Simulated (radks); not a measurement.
Valence configurations of the lanthanum ion La+ (all share [Xe]). Calculated with a radial shooting solver on a logarithmic mesh with Libxc functionals: scalar-relativistic Kohn-Sham, PBE, spin-polarised, spherical densities, finite nucleus; open shells are filled with parallel spins first (spin-orbit coupling, left out, can overturn this in heavy ions); Fermi nuclear charge, rms radius 4.855 fm. Energies are relative to 5d2; eigenvalues in eV for spin up.

valence          E (eV)  moment (Bohr magnetons)   e(4f)   e(5d)   e(6p)    e(6s)
4f0.5 5d1 6s0.5  -0.058                        2  -6.728  -7.600       -   -7.965
5d1 6s1          -0.003                        2       -  -8.920       -   -8.767
5d2               0.000                        2       -  -7.620       -        -
4f0.5 5d1.5       0.159                        2  -5.804  -6.999       -        -
4f1 5d1           1.094                        2  -3.918  -6.457       -        -
5d1.5 6p0.5       1.430                        2       -  -8.652  -5.587        -
5d1 6p1           3.054                        2       -  -9.659  -6.239        -
4f1 6p1           3.179                        2  -6.530       -  -5.933        -
6s1 6p1           3.573                        2       -       -  -6.979  -10.242

NIST lists [Xe] 5d2 as the ground configuration; this level of theory puts 4f0.5 5d1 6s0.5 lower, by 0.058 eV. The energies are those of spherical high-spin densities, not of single terms.
